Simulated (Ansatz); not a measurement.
Input for Ansatz (a program for electronic structure): R-CCSD(T)/aug-cc-pVTZ on H3O2 (SMILES O[OH2+]), atoms moved off the minimum. Charge +1.

Ansatz 0.2 input:
```yaml
crystal:
  periodic: [false, false, false]
  atoms:
    - {symbol: O, position_ang: [0.56238217, -0.18525745, 0.33137898]}
    - {symbol: O, position_ang: [-0.43150417, 0.36040238, -0.37899468]}
    - {symbol: H, position_ang: [1.36758385, -0.16533991, -0.38759585]}
    - {symbol: H, position_ang: [-0.80975565, 1.06535820, 0.36790711]}
    - {symbol: H, position_ang: [-1.18235151, -0.43166382, -0.13495834]}
basis:
  gaussian:
    orbitals: aug-cc-pVTZ
total_charge: 1
magnetization: {spin_polarized: false}
correlation: {method: ccsd_t, electrons: outside_noble_gas}
scf: {lower_state_search: off}
output: {forces: true}
```

Output:

```
WARN ansatz: RAYON_NUM_THREADS=1 ignored (pool sized by the plan → 1); use --threads N
Functional definition: HF
these checks for a lower state are left out or cut short: starts, cluster_reference, orbital_swaps, neighbouring_geometries, increment
integrals: 0.44 GiB planned
949 factors; integrals over basis functions are off by at most 4.7e-4 eV
mean field: 0.32 GiB planned
mean field evaluation 1: about -4106.3954 eV, gradient 4.9e1 eV
mean field evaluation 2: about -4106.3954 eV, gradient 4.9e1 eV
mean field evaluation 4: about -4110.4833 eV, gradient 2.5e0 eV
mean field evaluation 8: about -4110.5131 eV, gradient 1.7e-1 eV
mean field -4110.51318973 eV, -151.0585735166 hartree, gradient 2.0e-6 eV, S^2 0.000000; 0 other end points of the search recorded, 0 dependent functions left out
2 core orbitals not correlated
reference -4110.51318973 eV, -151.0585735166 hartree; 7, 7 occupied and 152, 152 virtual orbitals, 949 factors
densities: 2.18 GiB planned
second order -13.88747584 eV of doubles, -0.00000000 eV of singles
coupled cluster: 1.24 GiB planned
cycle   1  -13.69639991 eV  change    1.9e-1 eV  update   7.0e-2
cycle   2  -14.04590861 eV  change   -3.5e-1 eV  update   2.1e-2
cycle   3  -14.11715699 eV  change   -7.1e-2 eV  update   9.8e-3
cycle   4  -14.10977148 eV  change    7.4e-3 eV  update   2.1e-3
cycle   5  -14.11144105 eV  change   -1.7e-3 eV  update   9.8e-4
cycle   6  -14.11176912 eV  change   -3.3e-4 eV  update   2.9e-4
cycle   7  -14.11159107 eV  change    1.8e-4 eV  update   1.2e-4
cycle   8  -14.11158872 eV  change    2.4e-6 eV  update   3.9e-5
cycle   9  -14.11158647 eV  change    2.2e-6 eV  update   1.3e-5
cycle  10  -14.11157751 eV  change    9.0e-6 eV  update   4.6e-6
perturbative correction -0.52344683 eV, -0.0192363164 hartree
the calculation of the forces begins
Total energy: -4125.14821407 eV, -151.5964007411 hartree
Atom 0 at     0.562382    -0.185257     0.331379 Å, force     7.388070    -1.796741    -0.363923 eV/Å
Atom 1 at    -0.431504     0.360402    -0.378995 Å, force    -7.956256     0.717967     2.332606 eV/Å
Atom 2 at     1.367584    -0.165340    -0.387596 Å, force    -2.308193    -0.186106     2.501192 eV/Å
Atom 3 at    -0.809756     1.065358     0.367907 Å, force     1.056299    -1.193066    -2.665336 eV/Å
Atom 4 at    -1.182352    -0.431664    -0.134958 Å, force     1.820081     2.457947    -1.804539 eV/Å
Dipole moment:    -0.407845     0.123056    -0.073630 e Å
Checks for a lower state left out: starts, cluster_reference, orbital_swaps, neighbouring_geometries, increment
```

Self-consistency was reached.

Cost: roughly 2.3 core-minutes.
